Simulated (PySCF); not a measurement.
Species: C3H7BO2.
Atom-mapped SMILES: `[CH2:1]=[CH:2][CH2:3][B:4]([OH:5])[OH:6]` (hydrogens: H7, H8 on C1; H9 on C2; H10, H11 on C3; H12 on O5; H13 on O6)

Computed by this run: PBE0-D3(BJ)/def2-SVP geometry optimisation, gas phase in PySCF; density fitting, grid level 1; the optimiser is geomeTRIC in internal coordinates, started from a GFN2-xTB structure with every atom displaced at random (about 0.01 Å).

Step 1: E = -7983.0349 eV
```
atom  x, y, z in Å  |  force x, y, z in eV/Å
C1      2.2066   -0.0400   -0.1681    0.021  -0.370   0.139
C2      1.0862    0.5788    0.2102   -0.005   0.179  -0.006
C3     -0.0532   -0.0408    0.9607   -0.077  -0.090  -0.070
B4     -1.2630   -0.1754   -0.0568    0.392  -0.037   0.127
O5     -1.8627    0.9820   -0.4507   -0.355   0.076  -0.210
O6     -1.5757   -1.4089   -0.5510    0.101   0.127   0.090
H7      2.3911   -1.0947    0.0979   -0.034   0.255  -0.091
H8      2.9819    0.4699   -0.7429    0.024   0.047  -0.025
H9      0.9451    1.6319   -0.0759    0.015  -0.086   0.010
H10    -0.3394    0.6050    1.8069   -0.044   0.038  -0.005
H11     0.2344   -1.0239    1.3581   -0.001  -0.061   0.001
H12    -2.5816    0.8829   -1.0886    0.175   0.028   0.135
H13    -2.1612   -1.3778   -1.3097   -0.211  -0.105  -0.096
```

Step 2: E = -7983.0491 eV
```
atom  x, y, z in Å  |  force x, y, z in eV/Å
C1      2.2276   -0.0410   -0.1505    0.072   0.017  -0.038
C2      1.1082    0.5878    0.2158    0.029  -0.070   0.065
C3     -0.0451   -0.0408    0.9381   -0.023   0.101  -0.108
B4     -1.2488   -0.1544   -0.0825   -0.111  -0.156   0.066
O5     -1.8980    0.9829   -0.4691    0.044   0.097   0.037
O6     -1.5766   -1.3941   -0.5516    0.025  -0.001  -0.082
H7      2.4063   -1.0967    0.0845   -0.050   0.041   0.018
H8      3.0155    0.4801   -0.7008    0.006   0.006  -0.015
H9      0.9819    1.6441   -0.0557    0.018  -0.013   0.001
H10    -0.3421    0.5951    1.7891   -0.031   0.010  -0.003
H11     0.2314   -1.0337    1.3234   -0.031   0.007  -0.032
H12    -2.6192    0.8578   -1.0940    0.061  -0.008   0.020
H13    -2.2327   -1.3982   -1.2565   -0.008  -0.031   0.072
```

Step 3: E = -7983.0540 eV
```
atom  x, y, z in Å  |  force x, y, z in eV/Å
C1      2.2521   -0.0264   -0.1438   -0.054   0.039   0.010
C2      1.1177    0.5806    0.2141    0.003   0.051   0.017
C3     -0.0482   -0.0483    0.9181    0.173  -0.057  -0.073
B4     -1.2503   -0.1673   -0.0970   -0.168  -0.009   0.053
O5     -1.8830    0.9878   -0.4640    0.080  -0.041   0.032
O6     -1.5985   -1.4059   -0.5559   -0.015   0.074  -0.059
H7      2.4300   -1.0782    0.0904    0.042  -0.106   0.018
H8      3.0412    0.5077   -0.6817   -0.038  -0.017   0.018
H9      0.9895    1.6361   -0.0536   -0.015   0.051  -0.009
H10    -0.3579    0.5891    1.7644   -0.011  -0.013  -0.015
H11     0.2192   -1.0428    1.3056    0.005   0.009   0.008
H12    -2.6001    0.8816   -1.0931   -0.064  -0.005  -0.079
H13    -2.3031   -1.4250   -1.2132    0.064   0.023   0.081
```

Step 4: E = -7983.0561 eV
```
atom  x, y, z in Å  |  force x, y, z in eV/Å
C1      2.2469   -0.0274   -0.1380    0.026   0.102  -0.036
C2      1.1186    0.5954    0.2107   -0.005  -0.105   0.033
C3     -0.0413   -0.0481    0.9088    0.026   0.024  -0.016
B4     -1.2541   -0.1690   -0.0943   -0.040   0.035  -0.006
O5     -1.8892    0.9854   -0.4583    0.021  -0.037   0.015
O6     -1.5933   -1.4055   -0.5616   -0.002   0.027   0.011
H7      2.4152   -1.0810    0.1019    0.007  -0.047   0.005
H8      3.0428    0.4968   -0.6740    0.005  -0.012   0.004
H9      0.9934    1.6529   -0.0546   -0.005  -0.004  -0.006
H10    -0.3548    0.5798    1.7605   -0.013  -0.012   0.017
H11     0.2339   -1.0433    1.2884    0.017   0.012   0.009
H12    -2.5989    0.8796   -1.0971   -0.040   0.002  -0.043
H13    -2.3107   -1.4266   -1.2023    0.004   0.016   0.012
```

Task: Estimate the geometry and energy of step 5. (The exact step hangs on the optimiser's Hessian estimate; all steps are aligned on step 4, rigid shifts and turns removed.)

Result: E = -7983.0563 eV, largest force 0.075 eV/Å
```
atom  x, y, z in Å  |  force x, y, z in eV/Å
C1      2.2571   -0.0243   -0.1386   -0.014  -0.031   0.026
C2      1.1224    0.5852    0.2131   -0.020   0.040  -0.006
C3     -0.0415   -0.0523    0.9080   -0.004   0.019  -0.014
B4     -1.2622   -0.1640   -0.0901    0.036   0.002  -0.066
O5     -1.8959    0.9855   -0.4695    0.005   0.019   0.022
O6     -1.6040   -1.3996   -0.5535    0.012  -0.053   0.044
H7      2.4385   -1.0792    0.0955   -0.010   0.016  -0.008
H8      3.0477    0.5114   -0.6700    0.011   0.001  -0.005
H9      0.9939    1.6436   -0.0492    0.003  -0.009  -0.011
H10    -0.3530    0.5747    1.7613    0.014   0.003   0.024
H11     0.2298   -1.0482    1.2879   -0.011  -0.010   0.002
H12    -2.5996    0.8737   -1.1161    0.020   0.002   0.024
H13    -2.3248   -1.4175   -1.1887   -0.043  -0.001  -0.033
```

The energy changes by -0.0003 eV. The first-order estimate −F·Δx gives -0.0030 eV and the mean of the old and new forces, exact on a quadratic surface, -0.0005 eV. The step makes an angle of 73° with the force vector and moves no atom by more than 0.024 Å.

What follows is the cost of the whole optimisation. Hardware: Arm Neoverse V2, one thread, shared host with 96 logical CPUs at a one-minute load of 63. Cost: 36 s of wall time, 0.51 GiB resident at most.
